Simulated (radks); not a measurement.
The samarium ion Sm22+, configuration [Kr] 4d4.

Method: Dirac Kohn-Sham, PBE, spin-unpolarised, spherical densities, finite nucleus; open shells fill j = l - 1/2 first; Fermi nuclear charge, rms radius 5.0819 fm; computed with a radial shooting solver on a logarithmic mesh with Libxc functionals.

Energy parts (Ry):
part                       energy
total                 -20458.4232
kinetic                22219.3230
electron-nucleus      -48223.3147
Hartree                 5970.8017
exchange-correlation    -425.2333

Orbitals (lengths in bohr, moments of r in powers of bohr; <r^-3> diverges for s and p1/2):
orbital  occ.  eigenvalue (Ry)  <r^-3>  small-component weight
1s1/2       2        -3473.916       -                5.31e-02
2s1/2       2        -606.7552       -                1.17e-02
2p1/2       2        -577.6355       -                1.17e-02
2p3/2       4        -533.3143    8892                1.09e-02
3s1/2       2        -168.4602       -                3.70e-03
3p1/2       2        -155.9877       -                3.64e-03
3p3/2       4        -146.8993    1882                3.42e-03
3d3/2       4        -125.3957   314.4                3.30e-03
3d5/2       6        -123.4123   281.8                3.23e-03
4s1/2       2        -65.94642       -                1.35e-03
4p1/2       2        -60.95602       -                1.29e-03
4p3/2       4        -58.54943   505.2                1.23e-03
4d3/2       4        -50.25381   78.56                1.12e-03
4d5/2       0        -49.76354   70.20                1.10e-03

The highest occupied level is 4d3/2 at -683.74 eV. Summed over all electrons, <r^2> = 5.591 bohr^2, which gives a Langevin (diamagnetic) susceptibility term of -4.43 x 10^-6 cm^3/mol. The electron density at the nucleus is 5.333e+05 e/bohr^3. For comparison, the ionisation energy in NIST's Atomic Spectra Database is 702 eV (theoretical). In exact Kohn-Sham theory the highest level is minus the ionisation energy, but local and semilocal functionals leave it too shallow, through self-interaction and a potential that decays too fast; potentials with the right tail come closer. The density falls to 0.001 e/bohr^3 at r = 1.46 bohr.

Beside tabulated values, note that spin-unpolarised runs miss the spin-polarisation part of the exchange energy of open shells.
